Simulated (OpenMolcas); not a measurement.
Ti2+ with 5 ligands (fluoride) in square pyramidal coordination (C4v) at 2.1 Å, the axial distance 2.016 Å. A charge of +0.6 e stands 2.8 Å behind each ligand. Ligand basis ANO-RCC-VDZP.
```
Ti    0.0000    0.0000    0.0000
F     2.1000    0.0000    0.0000
F     0.0000    2.1000    0.0000
F    -2.1000    0.0000    0.0000
F     0.0000   -2.1000    0.0000
F     0.0000    0.0000    2.0160
```

| Item | Value |
| --- | --- |
| Program | OpenMolcas 26.06 |
| Method | CASSCF |
| Basis | ANO-RCC-VDZP [5s4p2d1f] |
| Scalar Hamiltonian | DKH2, point nucleus |
| Active space | 2 electrons in 5 orbitals (3d) |
| State averaging | 2S+1 = 3 even, 10 roots; 2S+1 = 1 even, 15 roots |
| Spin-orbit coupling | RASSI with atomic mean-field integrals over the reference wave functions |

(1) What is the spin-free ground state?

(2) Where is the first state of the same spin?

(3) What are the lowest two levels with spin-orbit coupling?

(4) What is χT at 300 K, and how does it compare with the textbook value?

Answers

(1) A state of multiplicity 3, 1-fold in its orbital part, 88 % from free-ion F terms; it has the highest spin that d2 allows.

(2) A 2-fold state lies at 790 cm-1 above the ground state.

(3) A 1-fold level, then a 2-fold level 15.2 cm-1 above it. Their leading multiplicities are 3 (100 %) and 3 (100 %).

(4) The lowest level has 2S+1 = 3, for which the spin-only value is χT = S(S+1) / 2 = 1.000 cm3 K/mol (g = 2). The computed 1.087 at 300 K differs by +0.087, through orbital momentum, spin-orbit coupling and any other state in reach.

Without dynamic correlation the repulsion within the d shell is too large (B by tens of per cent), so at a given field states of lower spin stand too high. The least metal-like active orbital is 68 % on the metal (Löwdin) and no ligand orbital is active, so the numbers are rough. Ligand-to-metal charge-transfer states are missing. With no ligand orbital active B as a rule stays too high, so bands that hang on it stand too high and its fall with covalency is understated. With metal d orbitals alone and no dynamic correlation the field as a rule comes out too small, by tens of per cent, by up to half for chloride and softer ligands. No measured value stands beside these numbers; the geometry was imposed, not optimised, and the real ion may take another.
